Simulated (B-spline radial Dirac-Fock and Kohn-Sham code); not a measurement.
K-line shifts caused by a second vacancy in Ag⁷⁺

System: silver as Ag⁷⁺, [Kr] 4d4.

Level of theory: Dirac-Fock (average of configuration) total-energy differences with a finite nucleus, the Breit interaction including its frequency dependence, and self-energy and vacuum-polarisation corrections; a radial finite-basis atomic code. Each two-hole energy is an average over J within one jj subconfiguration, not an observable level; in light atoms, where LS coupling holds, the j-resolved values are not observed lines, and for a K spectator the Kα1 hypersatellite is nearly forbidden. Electron correlation is not included.

Lines without a spectator: Kα2 (K-L2) 21987.3 eV, Kα1 (K-L3) 22160.1 eV, Kβ3 (K-M2) 24909.4 eV, Kβ1 (K-M3) 24940.7 eV. Shifts in eV with one spectator hole (a dash: not computed, or left out as unreliable):

| spectator hole | Kα2 | Kα1 | Kβ3 | Kβ1 |
| --- | --- | --- | --- | --- |
| K (1s) | +534.5 | +549.4 | +681.2 | +684.3 |
| L2 (2p1/2) | +58.0 | +72.9 | – | +156.0 |
| L3 (2p3/2) | +57.9 | +57.7 | +139.9 | – |
| M2 (3p1/2) | – | +8.10 | +19.04 | +23.09 |
| M3 (3p3/2) | +6.14 | – | +19.95 | +19.40 |
| M4 (3d3/2) | +0.98 | -1.45 | – | – |
| M5 (3d5/2) | -1.86 | -0.10 | – | – |

With n spectator holes in 2p, averaged over the 2p shell (energies in eV):

| n | KαLⁿ | step | hypersatellite KαʰLⁿ |
| --- | --- | --- | --- |
| 0 | 22102.5 | – | 22646.9 |
| 1 | 22164.3 | +61.9 | 22710.2 |
| 2 | 22227.5 | +63.1 | 22774.8 |
| 3 | 22291.9 | +64.4 | 22840.6 |
| 4 | 22357.5 | +65.7 | 22907.7 |
| 5 | 22424.5 | +67.0 | 22976.2 |

Run: 27 s of CPU time on 1 thread of Neoverse-V2 (shared host), peak memory 0.41 GiB.
